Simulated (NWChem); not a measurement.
System: CH₄Mg; SMILES [CH3][MgH]

```xyz
6

Mg    -0.3272    -0.7931     0.0000
H     -0.5221    -2.4905     0.0000
C     -0.0860     1.2889     0.0000
H      0.9768     1.5875     0.0000
H     -0.5478     1.7611     0.8850
H     -0.5478     1.7611    -0.8850
```
Atoms are numbered in this order, from 1.

The geometry was optimised at PBE0/def2-SVP.

Problem. List the 4 lowest vertical singlet excitations from CAM-B3LYP/def2-SVPD, TDA (NWChem).

Solution. 
```tsv
state	energy (eV)	oscillator strength	leading excitation (squared amplitude)
S1	5.31	0.002	HOMO → LUMO (0.91)
S2	5.31	0.002	HOMO → LUMO+1 (0.91)
S3	5.90	0.306	HOMO → LUMO+2 (0.91)
S4	7.14	0.299	HOMO−1 → LUMO (0.95)
```
